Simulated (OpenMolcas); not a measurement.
Nb4+ with 6 ligands (bromide) in trigonal prismatic coordination (D3h) at 2.59 Å, a polar angle of 55.5° against the regular 49.1°. A charge of +0.333 e stands 2.4 Å behind each ligand. Ligand basis ANO-RCC-VDZP.

- Program: OpenMolcas
- Method: CASSCF
- Basis: ANO-RCC-VTZP [7s6p4d2f1g]
- Scalar Hamiltonian: DKH2, point nucleus
- Active space: 1 electron in 5 orbitals (4d)
- State averaging: 2S+1 = 2 even, 5 roots
- Spin-orbit coupling: RASSI with atomic mean-field integrals over the reference wave functions

(1) What is the spin-free ground state (labels of D3, the rotations of D3h)?

(2) Where is the first state of the same spin?

(3) What are the lowest two levels with spin-orbit coupling?

(4) What is χT at 300 K, and how does it compare with the textbook value?

Answers

(1) 2A1, 1-fold in its orbital part; it has the highest spin that d1 allows.

(2) 2E at 4880 cm-1 above the ground state.

(3) A 2-fold level E1/2 with g = 1.88, 1.88, 2.00, then a 2-fold level E3/2 4504 cm-1 above it. Their leading multiplicities are 2 (100 %) and 2 (100 %).

(4) The lowest level has 2S+1 = 2, for which the spin-only value is χT = S(S+1) / 2 = 0.375 cm3 K/mol (g = 2). The computed 0.356 at 300 K differs by -0.019, through orbital momentum, spin-orbit coupling and any other state in reach.

The least metal-like active orbital is 72 % on the metal (Löwdin) and no ligand orbital is active, so the numbers are rough. With metal d orbitals alone the field can be off either way by tens of per cent. Ligand-to-metal charge-transfer states are missing. No measured value stands beside these numbers; the geometry was imposed, not optimised, and the real ion may take another.
